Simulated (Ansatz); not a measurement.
Frontier orbitals of SSn (`[S][Sn]`).

Bond lengths: S1–Sn2 2.203 Å.

Total charge 0; spin multiplicity 1. Correlated methods include outer-core shells of Sn, which these sets cover unevenly. Sn takes the def2 core potential. All single points use the PBE0-D4/def2-TZVP geometry. Basis def2-TZVPP, Ansatz.

```
 functional  HOMO (eV)  LUMO (eV)  gap (eV)
LDA (SPW92)      -6.54      -3.35      3.19
        PBE      -6.34      -3.13      3.21
     B97M-V      -6.49      -3.03      3.46
       PBE0      -7.34      -2.48      4.86
    r2SCAN0      -7.52      -2.45      5.07
    LC-ωPBE      -9.78      -0.59      9.19
    ωB97X-V      -9.46      -0.63      8.83
    ωB97M-V      -9.35      -0.74      8.61
```

(1) What is the vertical ionisation energy at frozen-core CCSD(T)/def2-TZVPP? (Best estimate.)

Answers

(1) Computed: 9.41 eV (T1 of the cation 0.017).

A quarter of exact exchange (PBE0) shifts PBE's HOMO by −1.00 eV and its LUMO by +0.65 eV; full exchange at long range (ωB97M-V) shifts them by −3.01 and +2.39 eV. The gap opens from 3.21 to 8.61 eV, since occupied levels lose self-interaction and empty ones feel all the electrons. −ε(HOMO) differs from that ionisation energy by −3.07 eV with PBE and −0.06 eV with ωB97M-V.

LC-ωPBE has ω = 0.4 bohr⁻¹.
